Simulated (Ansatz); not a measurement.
Relaxation of CH9BN2O2 (15 atoms, charge 0, multiplicity 1), to a largest force component of 0.03 eV/Å in at most 50 steps.

All numbers below come from RKS BHLYP/def2-SVP (Ansatz 0.2.0).

```xyz
15
Properties=species:S:1:pos:R:3
B 0.154 -0.322 0.202
N 0.139 -0.436 1.697
H -0.581 -0.998 2.121
H 1.020 -0.594 2.156
N 1.364 -0.147 -0.495
H 1.323 0.141 -1.456
H 2.184 0.194 -0.029
O -1.000 -0.503 -0.510
H -1.761 -0.710 0.021
O -0.265 2.246 0.545
C -1.545 2.706 0.250
H -2.262 1.887 0.109
H -1.940 3.386 1.018
H -1.498 3.262 -0.689
H -0.277 1.755 1.389
```

**Question.** Where does it end, and by what steps?

**Answer.** The forces met the threshold. After 13 steps the energy has fallen by 0.246 eV; H13 moved furthest, 0.84 Å.

| step | energy less start (eV) | largest force component (eV/Å) | accepted |
| --- | --- | --- | --- |
| 0 | 0.0000 | 1.547 | yes |
| 1 | -0.1061 | 1.070 | yes |
| 2 | -0.1425 | 1.257 | yes |
| 3 | -0.2049 | 0.751 | yes |
| 4 | -0.1684 | 1.279 | no |
| 5 | -0.2325 | 0.186 | yes |
| 6 | -0.2382 | 0.094 | yes |
| 7 | -0.2415 | 0.084 | yes |
| 8 | -0.2431 | 0.076 | yes |
| 9 | -0.2441 | 0.038 | yes |
| 10 | -0.2452 | 0.033 | yes |
| 11 | -0.2452 | 0.083 | yes |
| 12 | -0.2457 | 0.040 | yes |
| 13 | -0.2458 | 0.028 | yes |

```xyz
15
Properties=species:S:1:pos:R:3
B 0.201 -0.452 0.133
N 0.118 -0.127 1.535
H -0.675 -0.434 2.073
H 0.955 -0.145 2.093
N 1.434 -0.483 -0.538
H 1.470 -0.576 -1.536
H 2.307 -0.226 -0.120
O -0.931 -0.704 -0.595
H -1.744 -0.643 -0.105
O -0.315 2.708 0.883
C -1.624 2.757 0.424
H -1.850 1.960 -0.298
H -2.367 2.697 1.235
H -1.780 3.712 -0.085
H -0.144 1.827 1.230
```

Whether the end is a true minimum wasn't checked by a vibrational analysis.

Time of the run: 31 s on 4 threads of Arm Neoverse V2, with other jobs on the host, peak memory 0.34 GiB.
